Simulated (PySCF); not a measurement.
A mixed set of molecules.

All values: CAM-B3LYP/def2-SVPD (PySCF) at PBE0-D3(BJ)/def2-SVP geometries, gas phase, one conformer each. Core orbitals are frozen in the response; Δα² is half the sum of the squared differences of the principal polarisabilities. The calculation is non-relativistic, for germanium and selenium too.

Question: Rank by dipole moment, highest first.
A. `[F:1][CH2:2]/[CH:3]=[CH:4]/[O:5][SiH3:6]` with F1–C2–C3–C4 113°, C3–C4–O5–Si6 0°
B. `[cH:1]1[cH:2][s:3][c:4]([Si@H:5]2[CH2:6][CH2:7][SiH2:8][O:9]2)[cH:10]1` with S3–C4–Si5–C6 71°, C4–Si5–C6–C7 81°, Si5–C6–C7–Si8 37°, C6–C7–Si8–O9 -28°, C7–Si8–O9–Si5 7°
C. `[SiH3:1][Se:2][SiH2:3][O:4][GeH3:5]` with Si1–Se2–Si3–O4 50°, Se2–Si3–O4–Ge5 53°

Answer: A (2.04 D), B (1.67 D), C (1.50 D).

Question: Rank by vertical ionisation energy (ΔSCF), highest first.
A. `[SiH3][Se][SiH2][O][GeH3]`
B. `c1csc([Si@H]2CC[SiH2]O2)c1`
C. `F[C@@H]1C[C@@H]1O[SiH3]`
D. `FC/C=C/O[SiH3]`

Answer: C (10.11 eV), D (9.40 eV), A (9.00 eV), B (8.75 eV).

Question: Rank by HOMO–LUMO gap, lowest first.
A. `F[C@@H]1C[C@@H]1O[SiH3]`
B. `C=C(CF)O[SiH3]`
C. `c1csc([Si@H]2CC[SiH2]O2)c1`
D. `FC/C=C/O[SiH3]`
E. `[SiH3][Se][SiH2][O][GeH3]`

Answer: C (8.42 eV), E (8.71 eV), B (9.08 eV), D (9.49 eV), A (10.42 eV).

All values together:

```csv
SMILES,formula,μ (D),HOMO (eV),LUMO (eV),α (Å³),Δα (Å³),electrons,α per electron (Å³),ΔSCF removal energy (eV)
c1csc([Si@H]2CC[SiH2]O2)c1,C6H10OSSi2,1.67,-8.19,0.23,19.83,7.10,98,0.202,8.75
[SiH3][Se][SiH2][O][GeH3],GeH8OSeSi2,1.50,-8.26,0.45,16.99,3.38,110,0.154,9.00
C=C(CF)O[SiH3],C3H7FOSi,2.03,-8.24,0.83,10.32,4.17,56,0.184,9.07
F[C@@H]1C[C@@H]1O[SiH3],C3H7FOSi,1.96,-9.28,1.15,9.55,2.06,56,0.171,10.11
FC/C=C/O[SiH3],C3H7FOSi,2.04,-8.58,0.91,10.31,4.29,56,0.184,9.40
C/C(F)=C\O[SiH3],C3H7FOSi,1.55,-7.85,0.85,10.45,4.76,56,0.187,8.70
```

Conformers: `[cH:1]1[cH:2][s:3][c:4]([Si@H:5]2[CH2:6][CH2:7][SiH2:8][O:9]2)[cH:10]1` with S3–C4–Si5–C6 71°, C4–Si5–C6–C7 81°, Si5–C6–C7–Si8 37°, C6–C7–Si8–O9 -28°, C7–Si8–O9–Si5 7°; `[SiH3:1][Se:2][SiH2:3][O:4][GeH3:5]` with Si1–Se2–Si3–O4 50°, Se2–Si3–O4–Ge5 53°; `[CH2:1]=[C:2]([CH2:3][F:4])[O:5][SiH3:6]` with C1–C2–C3–F4 -1°, C1–C2–O5–Si6 -175°; `[F:1][C@@H:2]1[CH2:3][C@@H:4]1[O:5][SiH3:6]` with C3–C4–O5–Si6 -116°; `[F:1][CH2:2]/[CH:3]=[CH:4]/[O:5][SiH3:6]` with F1–C2–C3–C4 113°, C3–C4–O5–Si6 0°; `[CH3:1]/[C:2]([F:3])=[CH:4]\[O:5][SiH3:6]` with C2–C4–O5–Si6 -155°.

By how much does the ΔSCF value exceed −ε(HOMO) over the species that have both?

By 0.56 to 0.85 eV, 0.77 eV on average, over 6 species.
